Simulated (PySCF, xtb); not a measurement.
Mo(S)2(OH)(Me) (CH4MoOS2), SMILES [S]=[Mo]([OH])(=[S])[CH3], multiplicity 1. Other conformers were not sampled.

Harmonic wavenumbers (cm⁻¹) from GFN2-xTB (xtb 6.7.1) at its own minimum, in rising order: 126, 130, 135, 146, 156, 165, 402, 472, 500, 546, 554, 589, 645, 648, 1274, 1445, 1450, 2902, 2906, 2921, 3567.

Task: What does PBE-D3(BJ)/def2-SVP in PySCF give at its own minimum? (Estimate from the structure and the level; the computed values follow.)

Result: 158, 173, 176, 177, 194, 197, 319, 524, 543, 550, 581, 610, 655, 724, 1127, 1336, 1344, 2957, 3067, 3086, 3713. Paired by order, the mean absolute difference is 68 cm⁻¹ and the zero-point energies are 31.0 and 31.8 kcal/mol.
